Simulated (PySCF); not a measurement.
## Calculated data, CH8Al2Si

Computed with PySCF 2.14.0. Calculation on a computer-drawn molecule: optimised geometry and harmonic frequencies of an isolated molecule of the commonest isotopes, restricted reference for singlets and unrestricted otherwise, frozen core in MP2.

## CH8Al2Si

Start structure:
```xyz
12
CH8Al2Si
Al    -1.3337    -1.0052    -0.8867
C     -0.3960     0.7439    -0.6103
Al     1.1872    -0.3314    -1.2465
Si    -0.5893     2.1585    -1.7976
H     -2.7084    -1.3917    -1.4637
H     -0.5117    -2.1283    -0.1842
H     -0.5596     1.1112     0.3746
H      0.6424    -1.1649    -2.4556
H      2.7203    -0.3943    -1.0198
H     -0.2865     1.7917    -3.0824
H      0.2986     3.3480    -1.3956
H     -1.9684     2.7086    -1.7828
```

Settings of this run: charge 0, multiplicity 1, method HF and basis cc-pV(D+d)Z.

Drawn bonds:
| atom | other atom | order |
| --- | --- | --- |
| 1 | 2 | 1 |
| 2 | 3 | 1 |
| 2 | 4 | 1 |
| 1 | 5 | 1 |
| 1 | 6 | 1 |
| 2 | 7 | 1 |
| 3 | 8 | 1 |
| 3 | 9 | 1 |
| 4 | 10 | 1 |
| 4 | 11 | 1 |
| 4 | 12 | 1 |

Question: Estimate the total energy of CH8Al2Si.
Answer: -815.2909 hartree

Question: CH8Al2Si: rotational constants?
Answer: 2.901, 2.692, 1.516 GHz

Question: Give the table of modes values for CH8Al2Si.
Answer: 
Modes:
| frequency (cm⁻¹) | reduced mass (dalton) |
| --- | --- |
| 51.49 | 1.021 |
| 80.86 | 1.192 |
| 85.11 | 1.062 |
| 142.2 | 4.5 |
| 155.8 | 2.608 |
| 206.4 | 2.391 |
| 439.9 | 3.194 |
| 486.6 | 1.105 |
| 549.8 | 1.311 |
| 602.5 | 1.249 |
| 639.6 | 1.311 |
| 648.2 | 1.649 |
| 754.9 | 1.563 |
| 810.7 | 1.647 |
| 811.1 | 2.713 |
| 835.8 | 1.056 |
| 860.6 | 1.071 |
| 982.2 | 1.378 |
| 1034 | 1.049 |
| 1034 | 1.063 |
| 1056 | 1.062 |
| 1109 | 1.314 |
| 1980 | 1.058 |
| 1983 | 1.025 |
| 1984 | 1.06 |
| 1993 | 1.025 |
| 2264 | 1.05 |
| 2277 | 1.036 |
| 2310 | 1.033 |
| 3130 | 1.081 |

Further results for CH8Al2Si:

```
convergence status largest gradient component : 1.622e-05 hartree/bohr
```

Optimised structure:
```xyz
12
CH8Al2Si
Al    -1.5762    -0.9010    -0.6729
C     -0.1654     0.4444    -0.8464
Al     1.5491    -0.1948    -1.5413
Si    -0.7657     1.9700    -1.7682
H     -2.5104    -1.2554    -1.8985
H     -1.7720    -1.6451     0.7085
H      0.0623     0.7207     0.1962
H      1.8058    -0.2879    -3.0989
H      2.6823    -0.6306    -0.5282
H     -1.0842     1.6336    -3.1756
H      0.2585     3.0482    -1.7774
H     -1.9893     2.5439    -1.1478
```
